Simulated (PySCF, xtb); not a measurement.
SnF₄, SMILES [F][Sn]([F])([F])[F].

Harmonic wavenumbers (cm⁻¹) from GFN2-xTB run with xtb 6.7.1 at its own minimum, in rising order: 74, 74, 97, 97, 97, 242, 452, 452, 452.

Question: What does PBE-D3(BJ)/def2-SVP (PySCF 2.14.0) give at its own minimum? (Estimate from the structure and the level; the computed values follow.)

Answer: 126, 126, 171, 171, 171, 604, 655, 655, 655. Paired by order, the mean absolute difference is 144 cm⁻¹ and the zero-point energies are 2.9 and 4.8 kcal/mol.
